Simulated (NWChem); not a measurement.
System: C₄H₇F; SMILES C[C@H]1C[C@@H]1F

Here is an NWChem input.

```
start job
memory heap 200 mb stack 900 mb global 1100 mb
geometry units angstroms noautoz
  C      0.519743    -1.901061     0.089295
  C      0.081359    -0.554202    -0.444912
  C     -1.229622     0.086634    -0.000168
  C      0.084766     0.661521     0.425081
  F      0.471724     1.857917    -0.133365
  H      1.607540    -2.022447     0.019994
  H      0.237702    -2.021623     1.142192
  H      0.052298    -2.719801    -0.470776
  H      0.346478    -0.354394    -1.481675
  H     -1.838897    -0.422201     0.743295
  H     -1.790578     0.643771    -0.744853
  H      0.401542     0.584671     1.463503
end
basis spherical
  * library def2-tzvp
end
dft
  xc b3lyp
  iterations 150
  semidirect filesize 400000000
  mulliken
end
task dft energy
```

Parts of the log:

```
             Northwest Computational Chemistry Package (NWChem) 7.3.0
             --------------------------------------------------------

 C1  symmetry detected

                             Geometry "geometry" -> ""
                             -------------------------

 Output coordinates in angstroms (scale by  1.889725989 to convert to a.u.)

  No.       Tag          Charge          X              Y              Z
 ---- ---------------- ---------- -------------- -------------- --------------
    1 C                    6.0000     0.50540076    -1.90935209     0.08643522
    2 C                    6.0000     0.08321579    -0.55608577    -0.44461744
    3 C                    6.0000    -1.22893397     0.09102081    -0.01258122
    4 C                    6.0000     0.08380217     0.65400347     0.43320118
    5 F                    9.0000     0.48614668     1.85121456    -0.11247850
    6 H                    1.0000     1.59313745    -2.03787353     0.03030467
    7 H                    1.0000     0.20901063    -2.03466618     1.13482622
    8 H                    1.0000     0.03957245    -2.72122023    -0.48487350
    9 H                    1.0000     0.36302401    -0.35151428    -1.47657999
   10 H                    1.0000    -1.85121616    -0.41829166     0.71969742
   11 H                    1.0000    -1.77640965     0.65679901    -0.76077533
   12 H                    1.0000     0.38665263     0.56831730     1.47508058

 Effective nuclear repulsion energy (a.u.)     178.2776292294

                                 NWChem DFT Module
                                 -----------------

 Summary of "ao basis" -> "ao basis" (spherical)
 ------------------------------------------------------------------------------
       Tag                 Description            Shells   Functions and Types
 ---------------- ------------------------------  ------  ---------------------
 C                         def2-tzvp                11       31   5s3p2d1f
 F                         def2-tzvp                11       31   5s3p2d1f
 H                         def2-tzvp                 4        6   3s1p

            General Information
            -------------------
          SCF calculation type: DFT
          Wavefunction type:  closed shell.
          No. of atoms     :    12
          No. of electrons :    40
           Alpha electrons :    20
            Beta electrons :    20
          Charge           :     0
          Spin multiplicity:     1
          Use of symmetry is: off; symmetry adaption is: off
          Maximum number of iterations: 150
          AO basis - number of functions:   197
                     number of shells:    83
          Convergence on energy requested:  1.00D-06
          Convergence on density requested:  1.00D-05
          Convergence on gradient requested:  5.00D-04

              XC Information
              --------------
                         B3LYP Method XC Potential
                     Hartree-Fock (Exact) Exchange  0.200
                        Slater Exchange Functional  0.800 local
                    Becke 1988 Exchange Functional  0.720 non-local
              Lee-Yang-Parr Correlation Functional  0.810
                  VWN I RPA Correlation Functional  0.190 local

             Grid Information
             ----------------
          Grid used for XC integration:  medium
          Radial quadrature: Mura-Knowles
          Angular quadrature: Lebedev.
          Tag              B.-S. Rad. Rad. Pts. Rad. Cut. Ang. Pts.
          ---              ---------- --------- --------- ---------
          C                   0.70       49          11.0       434
          F                   0.50       49          12.0       434
          H                   0.35       45          12.0       434
          Grid pruning is: on
          Number of quadrature shells:   560
          Spatial weights used:  Erf1

      Superposition of Atomic Density Guess
      -------------------------------------

 Sum of atomic energies:        -253.60205558

      Non-variational initial energy
      ------------------------------

 Total energy =    -256.751611
 1-e energy   =    -697.870003
 2-e energy   =     262.840763
 HOMO         =      -0.315803
 LUMO         =       0.081135

------------------------------------------------------------
EAF file 0: "./job.aoints.0" size=932708352 bytes
------------------------------------------------------------
               write      read    awrite     aread      wait
               -----      ----    ------     -----      ----
     calls:     1779         0         0         0         0
   data(b): 9.33e+08  0.00e+00  0.00e+00  0.00e+00
   time(s): 0.00e+00  0.00e+00  0.00e+00  0.00e+00  0.00e+00
rate(mb/s): 0.00e+00  0.00e+00
------------------------------------------------------------

     ---------------------------------------------
      Total Density - Mulliken Population Analysis
     ---------------------------------------------

    Atom       Charge   Shell Charges
 -----------   ------   -------------------------------------------------------
    1 C    6     6.51   0.86  1.12  0.55  0.66  0.14  1.26  1.42  0.44  0.01  0.04  0.00
    2 C    6     6.16   0.86  1.12  0.54  0.65  0.08  1.21  1.31  0.28  0.02  0.08  0.01
    3 C    6     6.39   0.86  1.12  0.54  0.69  0.11  1.26  1.35  0.41  0.02  0.04  0.01
    4 C    6     5.69   0.86  1.12  0.51  0.65  0.12  1.04  1.08  0.19  0.03  0.09  0.01
    5 F    9     9.38   0.77  1.20  0.61  1.01  0.31  2.32  2.31  0.83  0.00  0.01  0.00
    6 H    1     0.83   0.24  0.44  0.12  0.02
    7 H    1     0.83   0.24  0.44  0.13  0.02
    8 H    1     0.83   0.24  0.44  0.12  0.02
    9 H    1     0.84   0.24  0.45  0.12  0.02
   10 H    1     0.83   0.24  0.45  0.12  0.02
   11 H    1     0.82   0.24  0.44  0.12  0.02
   12 H    1     0.87   0.25  0.46  0.15  0.02

[...]
```

Level: B3LYP/def2-TZVP. Coordinates come from a B3LYP/6-31G* (spherical d) optimisation. B3LYP is NWChem's, with the RPA form of VWN correlation.
